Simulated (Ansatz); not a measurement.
`O[SiH2][NH][AlH2]`. Charge 0, multiplicity 1.

```
atom    x (Å)    y (Å)    z (Å)
  O1   1.1285  -1.4783   1.2105
 Si2   0.0849  -0.2077   1.0776
  N3  -0.5765  -0.1722  -0.4996
 Al4  -0.2609   0.9883  -1.8184
  H5   1.2737  -1.8339   2.0881
  H6   0.7854   1.0882   1.2714
  H7  -0.9663  -0.3717   2.1227
  H8  -1.1875  -0.9494  -0.7191
  H9   0.7187   2.1954  -1.5368
 H10  -1.0000   0.7414  -3.1964
```

**Question.** List the harmonic frequencies (cm⁻¹, unscaled) at PBE0-D4/def2-TZVP in Ansatz. (Best estimate.)

**Answer.** The calculation gave: 58, 160, 163, 180, 312, 490, 539, 596, 608, 725, 761, 789, 830, 867, 944, 969, 977, 1136, 1937, 1954, 2189, 2224, 3584, 3925.

**Question.** Is this a minimum?

**Answer.** Yes, all 24 modes are real.

**Question.** Give the ideal-gas thermochemistry at 298.15 K and 1 bar (rigid rotor, harmonic oscillator; point group C1, symmetry number 1).

**Answer.** Zero-point energy 161.0 kJ/mol; H(298) − E = 182.4 kJ/mol; entropy 345.5 J/(mol·K), of which translation 165.1, rotation 109.8, vibration 70.6; G(298) − E = 79.4 kJ/mol. Modes under 100 cm⁻¹ are hindered rotations or soft bends, so the harmonic entropy is rough.

**Question.** And at 400, 500, 600, 800 and 1000 K?

**Answer.** 
| T (K) | H − E (kJ/mol) | S (J/mol/K) | G − E (kJ/mol) |
| --- | --- | --- | --- |
| 400 | 194.9 | 381.4 | 42.3 |
| 500 | 209.0 | 412.8 | 2.6 |
| 600 | 224.4 | 441.0 | -40.1 |
| 800 | 258.5 | 489.8 | -133.4 |
| 1000 | 295.4 | 530.9 | -235.5 |
